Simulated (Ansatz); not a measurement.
TiS3⁻, 4 atoms. Hardware: 4 threads of AMD EPYC 7R43 on a shared host.

The 6-31G sets use Cartesian d functions. Correlated methods freeze 20 core orbitals; core or outer-core shells of Ti are correlated, in sets that lack core-valence functions. In CCSD on the charge -1 doublet the largest single amplitude is 0.20, so its Hartree–Fock determinant may place the open shell otherwise than the density functionals do.

(1) How many basis functions does each of these Ansatz runs have, and roughly what does it cost? PBE0-D4/def2-TZVPD, charge -1 quartet, energy, from earlier orbitals; PBE0-D4/def2-SVPD, charge -1 doublet, frequencies; CCSD(T)/def2-SVPD, charge -1 quartet, energy, from earlier orbitals; PBE-D4/def2-TZVPD, charge 0 singlet at the geometry of the charge -1 doublet, energy, from earlier orbitals; PBE0-D4/def2-SVPD, charge -1 quartet, relaxation, 13 steps; CCSD(T)/def2-SVPD, charge -1 doublet, energy, from earlier orbitals; PBE-QIDH/def2-TZVPD, charge -1 quartet, energy, from earlier orbitals; B3LYP-D4/6-31G, charge -1 doublet, energy; PBE0-D4/def2-SVP, charge -1 doublet, energy with a search over starts; PBE-D4/def2-TZVPD, charge -1 doublet, energy and forces, from earlier orbitals; BHLYP-D4/def2-TZVPD, charge -1 quartet, energy, from earlier orbitals; HSE06-D4/def2-TZVPD, charge -1 doublet, energy, from earlier orbitals.

## Answers

(1) Other jobs shared the machine, so times can vary by a factor of up to 3. A dash marks memory too small to be measured apart from the calling script's.

| run | functions | fitting or Cholesky vectors | wall time | peak host memory (GiB) |
| --- | --- | --- | --- | --- |
| PBE-D4/def2-TZVPD, charge 0 singlet at the geometry of the charge -1 doublet, energy, from earlier orbitals | 186 | 1305 | 2.2 s | – |
| B3LYP-D4/6-31G, charge -1 doublet, energy | 68 | 824 | 2.3 s | – |
| PBE-D4/def2-TZVPD, charge -1 doublet, energy and forces, from earlier orbitals | 186 | 1305 | 4 s | – |
| PBE0-D4/def2-SVP, charge -1 doublet, energy with a search over starts | 85 | 824 | 4.9 s | – |
| HSE06-D4/def2-TZVPD, charge -1 doublet, energy, from earlier orbitals | 186 | 1435 | 8.5 s | 0.83 |
| PBE0-D4/def2-TZVPD, charge -1 quartet, energy, from earlier orbitals | 186 | 1435 | 17 s | 1.1 |
| PBE-QIDH/def2-TZVPD, charge -1 quartet, energy, from earlier orbitals | 186 | 1248 | 18 s | 0.71 |
| BHLYP-D4/def2-TZVPD, charge -1 quartet, energy, from earlier orbitals | 186 | 1612 | 22 s | 1.2 |
| CCSD(T)/def2-SVPD, charge -1 quartet, energy, from earlier orbitals | 115 | 1093 | 36 s | 1.1 |
| CCSD(T)/def2-SVPD, charge -1 doublet, energy, from earlier orbitals | 115 | 1093 | 40 s | 1.1 |
| PBE0-D4/def2-SVPD, charge -1 quartet, relaxation, 13 steps | 115 | 1198 | 50 s | – |
| PBE0-D4/def2-SVPD, charge -1 doublet, frequencies | 115 | 1198 | 58 s | – |
